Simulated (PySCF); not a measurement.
The multiplicity is imposed and other spin states were not computed.

Cartesian coordinates (Å):
```xyz
6

Cd    -0.1006    -0.0097     0.0614
F      1.1578    -0.8086    -1.1931
C     -1.4504     0.8470     1.4066
H     -2.0149     0.0470     1.9236
H     -2.1560     1.4998     0.8569
H     -0.8966     1.4487     2.1531
```
Charge 0, multiplicity 1.

Task: Give the charge on the central atom (Mulliken), LUMO, dipole moment, total energy, HOMO–LUMO gap and HOMO at the level TPSSh-D3(BJ)/def2-TZVP // BP86-D3(BJ)/def2-SVP (PySCF).

Result: 
- charge on the central atom (Mulliken): 0.77 e
- LUMO: -1.20 eV
- dipole moment: 3.28 D
- total energy: -307.5317 Ha
- HOMO–LUMO gap: 6.56 eV
- HOMO: -7.76 eV
